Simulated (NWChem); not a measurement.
CH5Ga; SMILES [CH3][GaH2]

Computed with NWChem. All runs use the structure optimised with PBE0/def2-SVP.

Diagonal of the polarisability tensor at B3LYP/def2-SVPD, static: 45.76, 54.15, 36.05 bohr³.

Problem. Find the mean polarisability volume, the molar refraction, and the refractive index that an ideal gas of it would have at 273.15 K and 1 atm.

Solution. 
1. Mean: one third of the trace = 45.32 bohr³ × 0.14818 Å³/bohr³ = 6.72 Å³.
2. Molar refraction (Lorentz-Lorenz): (4π/3) N_A α = 16.9 cm³/mol.
3. Number density p/kT = 2.687 × 10⁻⁵ Å⁻³; n − 1 = 2π N α = 11.34 × 10⁻⁴.
4. These hold the electronic response alone: vibrational and orientational terms add to the static dielectric constant.
